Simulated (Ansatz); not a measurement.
**Worked example: C3H5Br + CHBr2 → C3H5 + CHBr3**

Species: C3H5Br (allyl bromide) `C=CCBr`, singlet; CHBr2 `Br[CH]Br`, doublet; C3H5 `[CH2]C=C`, doublet; CHBr3 `BrC(Br)Br`, singlet. A radical takes Br: the energy is the difference in strength between two C–Br bonds in different surroundings.

Shapes, held fixed at every level: PBE0-D4/def2-TZVP. Flexible molecules stand in one conformer, not always the lowest. Programs: Ansatz 0.2.0. The zero-point and thermal change to 298 K, harmonic and unscaled (PBE0-D4/def2-TZVP), is -3.6 kJ/mol.

At B2PLYP/def2-TZVPP; 1 Eh = 2625.50 kJ/mol:

| species | energy (Eh) |
| --- | --- |
| C3H5Br | -2691.010464 |
| CHBr2 | -5186.165869 |
| C3H5 | -117.188320 |
| CHBr3 | -7759.991164 |

Work out ΔH(298 K) of the reaction at this level.


1. Products less reactants: (-117.188320) + (-7759.991164) − [(-2691.010464) + (-5186.165869)] = -0.003151 Eh = -8.3 kJ/mol.
2. With the thermal change: -8.3 + (-3.6) = -11.9 kJ/mol.

Other levels give -20.1 (HF/def2-TZVPP) to -13.7 kJ/mol (SPW92/def2-TZVPP). No measured value is set beside it here. Spin contamination: C3H5 (⟨S²⟩ up to 0.95). Open shells run unrestricted unless RO is named. Relativity is left out for Br unless named. Correlated rows may include outer-core shells of Br, which these sets cover unevenly.
